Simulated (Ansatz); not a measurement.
`[CH3][Ge]([NH2])([F])[SH]` → `[NH2][Ge][F]` + CH₃SH  (germylene formation by 1,1-elimination)

Isolated molecules relaxed with PBE0-D4/def2-TZVP in Ansatz; ΔE leaves out vibrations. CBS: MP2 limit from def2 TZ/QZ plus the TZ coupled-cluster correction, frozen cores. This one scheme is used for every species. DFT in def2-TZVPP. For Ge outer-core shells are correlated without core-valence functions, which leaves a few kJ/mol of doubt a bond. Scalar relativity is left out up to krypton. One conformer a species, not always the lowest.

```
 level  ΔE (kJ/mol)
B2PLYP        125.5
   PBE        113.3
```

(1) What does CCSD(T)/CBS give? (An estimate is asked.)

Largest T1 diagnostic among the species: 0.014.

Answers

(1) Computed: +141.9 kJ/mol. The listed levels differ from it by -16.4, -28.6 kJ/mol.

The D4 term adds +17.4 kJ/mol with B3LYP and +9.8 kJ/mol with PBE0; it sums over pairs of atoms, weighted by their polarisabilities, and B3LYP, whose exchange is more repulsive, gets the larger term. From PBE to PBE0 (25 % exact exchange), in def2-TZVPP and without D4, ΔE moves by +22.0 kJ/mol. In def2-TZVPP, CCSD(T) changes the Hartree–Fock value by +22.7 kJ/mol (the triples alone add +2.2 kJ/mol) and MP2 by +35.2 kJ/mol.

B3LYP here is the variant with VWN-RPA as its local correlation; programs differ in this.
